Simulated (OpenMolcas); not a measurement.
An atom or ion with 23 electrons was computed by MS-RASPT2, IPEA 0.25 Eh, imaginary shift 0.1 Eh with spin-orbit coupling (OpenMolcas, ANO-RCC-VTZP, DKH2). The lowest levels that the run gave, each within 12 % of the measured value where one is at hand:

```json
{"J": "5/2", "Parity": "even", "E (cm⁻¹)": "0.0", "g": "2.002"}
{"J": "5/2", "Parity": "even", "E (cm⁻¹)": "38900", "g": "0.572"}
{"J": "7/2", "Parity": "even", "E (cm⁻¹)": "38960", "g": "0.985"}
{"J": "11/2", "Parity": "even", "E (cm⁻¹)": "38970", "g": "1.273"}
{"J": "9/2", "Parity": "even", "E (cm⁻¹)": "38990", "g": "1.172"}
{"J": "5/2", "Parity": "even", "E (cm⁻¹)": "43050", "g": "1.582"}
{"J": "3/2", "Parity": "even", "E (cm⁻¹)": "43180", "g": "1.702"}
{"J": "1/2", "Parity": "even", "E (cm⁻¹)": "43340", "g": "2.614"}
{"J": "7/2", "Parity": "even", "E (cm⁻¹)": "46980", "g": "1.428"}
{"J": "1/2", "Parity": "even", "E (cm⁻¹)": "47130", "g": "0.054"}
{"J": "3/2", "Parity": "even", "E (cm⁻¹)": "47270", "g": "1.231"}
{"J": "5/2", "Parity": "even", "E (cm⁻¹)": "47310", "g": "1.388"}
```

Task: Which ion is it, and what are the configurations and terms?

Result: Co⁴⁺ (Z = 27, charge +4; active space 11 electrons in 8 orbitals (RAS1 3p, at most 2 holes; RAS2 3d)). J, parity and g give the terms where levels are pure, and mixed ones are named by the computed weights; the size of the splittings, set against known spectra of the 23-electron sequence, gives the charge. In order, with the measured energies in cm⁻¹ (Sugar and Corliss, J. Phys. Chem. Ref. Data 10, 1097 (1981)): 3d⁵ ⁶S_5/2, 3d⁵ ⁴G_5/2, 3d⁵ ⁴G_7/2, 3d⁵ ⁴G_11/2 (37218), 3d⁵ ⁴G_9/2, 3d⁵ ⁴P_5/2 (40753), 3d⁵ ⁴P_3/2 (40891), 3d⁵ ⁴P_1/2 (41024), 3d⁵ ⁴D_7/2 (44709), 3d⁵ ⁴D_1/2 (44908), 3d⁵ ⁴D_3/2, 3d⁵ ⁴D_5/2.

Term energies are means over components that CASPT2 splits; among the terms shown or strongly mixed into the levels shown the widest spread is 340 cm-1 (3d⁵ ⁴G). Active for correlation alone: 3p; no level in the range computed is led by a configuration that opens it, so any true level of that kind is missing. Measured partners are found by configuration, term and J. A level has none where our copy of the source lacks it or the pairing is in doubt (some pairs that miss far off the trend of their configuration count as doubtful), and it then counts in no deviation. Only configurations of the active space appear.
